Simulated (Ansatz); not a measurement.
Molecule: sum formula SiPH4 (charge 0, doublet). It need not be the lowest isomer of its formula. 
Coordinates optimised at B3LYP-D3(BJ)/def2-TZVP (Ansatz, a program for electronic structure):
```xyz
6

Si    -1.0291     0.0960     0.1960
P      1.1626    -0.1750    -0.2869
H     -1.8251    -0.8330    -0.6382
H     -1.4580     1.4879    -0.0877
H     -1.2885    -0.1975     1.6273
H      1.5394     0.8235     0.6571
```
Charge 0, spin multiplicity 2.

Basis-set convergence of Hartree-Fock and CCSD(T) correlation energies (hartree) with Ansatz. Valence correlation only, unless marked. Open shells are spin-unrestricted. Spin-orbit coupling is left out. Non-relativistic.

```csv
basis,functions,E(HF),"E(corr, CCSD(T))"
def2-SVPD,80,-631.78253,-0.26858
def2-TZVPPD,164,…,…
```

Task: Fill in the missing entries.

Result: 
- def2-TZVPPD, E(HF): -631.99906
- def2-TZVPPD, E(corr, CCSD(T)): -0.31782
